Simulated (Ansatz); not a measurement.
`C[NH][In]([Cl])[Cl]`, charge 0, multiplicity 1.

Give a relaxed structure at PBE0-D4/def2-TZVP (Ansatz). (Best estimate.)

Computed: 
Cartesian coordinates in Å:
```
C -0.330 1.004 -0.937
N 0.516 -0.073 -0.466
In 0.234 -1.086 1.220
Cl -1.195 -0.236 2.824
Cl 1.426 -2.996 1.725
H 0.270 1.791 -1.407
H -0.859 1.462 -0.098
H -1.087 0.678 -1.662
H 1.025 -0.542 -1.199
```
This is one stationary point; other conformers may exist.
